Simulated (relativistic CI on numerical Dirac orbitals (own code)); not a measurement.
**Electric-dipole transitions in La37+**

Computed by Dirac-Coulomb-Breit CI, separate exchange-only KLI orbitals for each configuration, QED by a radiative potential, unscaled Slater integrals (own radial code, finite nucleus).

Configurations in the expansion (outside the closed core [Ne]): 3s²3p⁶3d², 3s²3p⁵3d³, 3s3p⁶3d³, 3s²3p⁶3d4s, 3s²3p⁶3d4p, 3s²3p⁶3d4d, 3s²3p⁵3d²4s, 3s²3p⁶3d4f, 3s²3p⁵3d²4p, 3s²3p⁵3d²4d, 3s3p⁶3d²4s, 3p⁶3d³4p, 3s²3p⁶4s², 3s3p⁶3d²4p, 3s²3p⁶4s4p, 3s²3p⁶3d5s, 3s²3p⁶3d5d, 3s²3p⁶3d5g, 3p⁶3d⁴, 3p⁵3d⁵, 3p⁵3d⁴4s, 3p⁶3d³4s, 3p⁵3d³4s², 3s²3p⁶4p², 3s²3p⁵4s4p², 3s²3p⁶4s4d, 3s²3p⁵4s²4d, 3s3p⁶3d4s², 3s3p⁶4s²4p, 3s3p⁶4s²4d. Double excitations out of closed p, d and f shells are left out; levels of such configurations are missing from the list, as are those of other unlisted configurations, and high levels can miss mixing partners. These lack a partner that the ground configuration has and come out too high: 3s²3p⁵3d²4p, 3s²3p⁵3d²4d.

| λ vac (Å) | Lower | Upper | A (s⁻¹) | E lower (10³ cm⁻¹) | E upper (10³ cm⁻¹) |
| --- | --- | --- | --- | --- | --- |
| 10.034 | 3s²3p⁶3d² ³F2 [1] | 3s²3p⁵3d²4s ³G°3 [363] | 7.17e+12 | 0.0 | 9966.0 |
| 10.059 | 3s²3p⁶3d² ³F2 [1] | 3s²3p⁵3d²4s ³F°2 [359] | 5.35e+12 | 0.0 | 9941.2 |
| 10.063 | 3s²3p⁶3d² ³F3 [3] | 3s²3p⁵3d²4s ³G°4 [387] | 6.41e+12 | 154.6 | 10092.0 |
| 36.352 | 3s²3p⁶3d² ³F2 [1] | 3s²3p⁵3d³ ³D°1 [97] | 1.40e+12 | 0.0 | 2750.9 |
| 36.690 | 3s²3p⁶3d² ³F3 [3] | 3s²3p⁵3d³ ³D°2 [107] | 6.59e+11 | 154.6 | 2880.1 |
| 36.897 | 3s²3p⁶3d² ³P2 [4] | 3s²3p⁵3d³ ¹P°1 [110] | 6.74e+11 | 217.9 | 2928.2 |
| 37.274 | 3s²3p⁶3d² ³P2 [4] | 3s²3p⁵3d³ ³S°1 [108] | 1.06e+12 | 217.9 | 2900.8 |
| 37.572 | 3s²3p⁶3d² ³F3 [3] | 3s²3p⁵3d³ ³F°3 [101] | 4.70e+11 | 154.6 | 2816.1 |
| 37.771 | 3s²3p⁶3d² ¹G4 [7] | 3s²3p⁵3d³ ¹F°3 [115] | 1.13e+12 | 367.0 | 3014.5 |
| 37.832 | 3s²3p⁶3d² ³F4 [5] | 3s²3p⁵3d³ ³D°3 [105] | 1.55e+12 | 226.7 | 2869.9 |
| 37.897 | 3s²3p⁶3d² ³P1 [6] | 3s²3p⁵3d³ ³D°2 [107] | 6.89e+11 | 241.4 | 2880.1 |
| 37.978 | 3s²3p⁶3d² ³F4 [5] | 3s²3p⁵3d³ ³F°4 [104] | 1.28e+12 | 226.7 | 2859.8 |
| 38.035 | 3s²3p⁶3d² ³F3 [3] | 3s²3p⁵3d³ ³D°2 [100] | 1.10e+12 | 154.6 | 2783.7 |
| 38.083 | 3s²3p⁶3d² ³P0 [2] | 3s²3p⁵3d³ ³D°1 [97] | 5.42e+11 | 125.0 | 2750.9 |
| 38.228 | 3s²3p⁶3d² ³P2 [8] | 3s²3p⁵3d³ ¹P°1 [116] | 1.76e+12 | 402.8 | 3018.6 |
| 38.489 | 3s²3p⁶3d² ³P2 [4] | 3s²3p⁵3d³ ³F°3 [101] | 3.14e+11 | 217.9 | 2816.1 |
| 38.492 | 3s²3p⁶3d² ³F4 [5] | 3s²3p⁵3d³ ³F°4 [102] | 3.80e+11 | 226.7 | 2824.6 |
| 38.588 | 3s²3p⁶3d² ¹G4 [7] | 3s²3p⁵3d³ ¹G°4 [112] | 1.52e+12 | 367.0 | 2958.5 |
| 38.766 | 3s²3p⁶3d² ¹S0 [9] | 3s²3p⁵3d³ ¹P°1 [119] | 1.09e+12 | 560.8 | 3140.4 |
| 39.002 | 3s²3p⁶3d² ³P2 [8] | 3s²3p⁵3d³ ³D°3 [113] | 9.03e+11 | 402.8 | 2966.7 |
| 39.133 | 3s²3p⁶3d² ³P2 [8] | 3s²3p⁵3d³ ³P°2 [111] | 6.18e+11 | 402.8 | 2958.1 |
| 39.241 | 3s²3p⁶3d² ¹G4 [7] | 3s²3p⁵3d³ ¹H°5 [109] | 5.38e+11 | 367.0 | 2915.4 |
| 39.903 | 3s²3p⁶3d² ¹G4 [7] | 3s²3p⁵3d³ ³G°5 [106] | 2.05e+11 | 367.0 | 2873.1 |
| 39.938 | 3s²3p⁶3d² ³F2 [1] | 3s²3p⁵3d³ ³F°2 [82] | 1.19e+12 | 0.0 | 2503.9 |
| 41.700 | 3s²3p⁶3d² ³F3 [3] | 3s²3p⁵3d³ ³G°4 [84] | 2.68e+11 | 154.6 | 2552.6 |
| 41.841 | 3s²3p⁶3d² ³F3 [3] | 3s²3p⁵3d³ ⁵G°3 [83] | 4.41e+11 | 154.6 | 2544.6 |
| 42.572 | 3s²3p⁶3d² ³F4 [5] | 3s²3p⁵3d³ ¹H°5 [86] | 2.65e+11 | 226.7 | 2575.6 |
| 42.637 | 3s²3p⁶3d² ³P2 [4] | 3s²3p⁵3d³ ³D°2 [85] | 4.33e+11 | 217.9 | 2563.3 |
| 48.764 | 3s²3p⁵3d³ ³I°7 [40] | 3s3p⁶3d³ ³H6 [138] | 4.66e+11 | 1922.7 | 3973.4 |
| 49.270 | 3s²3p⁶3d² ¹G4 [7] | 3s²3p⁵3d³ ³D°3 [80] | 3.10e+11 | 367.0 | 2396.7 |
| 49.328 | 3s²3p⁵3d³ ³H°6 [22] | 3s3p⁶3d³ ⁵F5 [126] | 4.43e+11 | 1735.7 | 3763.0 |
| 49.380 | 3s²3p⁵3d³ ⁵G°6 [33] | 3s3p⁶3d³ ³H5 [133] | 4.19e+11 | 1873.6 | 3898.7 |
| 49.520 | 3s²3p⁵3d³ ⁵G°5 [19] | 3s3p⁶3d³ ⁵F4 [124] | 3.88e+11 | 1711.1 | 3730.5 |
| 49.550 | 3s²3p⁶3d² ³F4 [5] | 3s²3p⁵3d³ ³D°3 [73] | 3.05e+11 | 226.7 | 2244.8 |
| 49.726 | 3s²3p⁵3d³ ⁵F°4 [15] | 3s3p⁶3d³ ⁵F3 [122] | 3.75e+11 | 1665.9 | 3676.9 |
| 49.732 | 3s²3p⁶3d² ³F3 [3] | 3s²3p⁵3d³ ³F°3 [66] | 1.46e+11 | 154.6 | 2165.4 |
| 49.938 | 3s²3p⁵3d³ ⁵F°3 [13] | 3s3p⁶3d³ ⁵F2 [121] | 4.45e+11 | 1588.5 | 3590.9 |
| 50.078 | 3s²3p⁶3d² ³F2 [1] | 3s²3p⁵3d³ ³G°3 [49] | 2.63e+11 | 0.0 | 1996.9 |
| 50.217 | 3s²3p⁶3d² ³P2 [4] | 3s²3p⁵3d³ ³D°2 [70] | 2.45e+11 | 217.9 | 2209.3 |
| 50.657 | 3s²3p⁶3d² ³F2 [1] | 3s²3p⁵3d³ ³G°3 [45] | 2.43e+11 | 0.0 | 1974.1 |
| 51.161 | 3s²3p⁶3d² ³F2 [1] | 3s²3p⁵3d³ ³F°2 [44] | 2.28e+11 | 0.0 | 1954.6 |
| 51.282 | 3s²3p⁶3d² ¹G4 [7] | 3s²3p⁵3d³ ³H°4 [77] | 3.35e+11 | 367.0 | 2317.0 |
| 51.680 | 3s²3p⁶3d² ³F4 [5] | 3s²3p⁵3d³ ³G°4 [65] | 2.65e+11 | 226.7 | 2161.7 |
| 51.802 | 3s²3p⁶3d² ³F3 [3] | 3s²3p⁵3d³ ³F°4 [56] | 1.20e+11 | 154.6 | 2085.0 |
| 52.210 | 3s²3p⁶3d² ³F4 [5] | 3s²3p⁵3d³ ³G°5 [64] | 2.09e+11 | 226.7 | 2142.0 |

Terms are leading LS components. Brackets give the number of a level in order of energy, since labels repeat. The list gives strong lines, with weight on those to low levels, without lines whose two gauges differ by over a factor of 2.5, among the lowest 400 of 2053 levels, so that lines to higher ones, which can be the strongest, are missing. Levels whose partners in the same complex of configurations lie outside the list can be far off, and so can their lines. Rates are taken at the computed energies, electric ones in the length gauge.

At this charge energies of transitions that change n are usually good to better than 1 %, and those within a shell (Δn = 0) to a few per cent. Terms inside the open d or f shell come out 10 to 20 % too wide with unscaled integrals.

LS names give the leading component of a level, which can be under half, so a name can repeat, a term be missing and a line seem to break the LS rules.
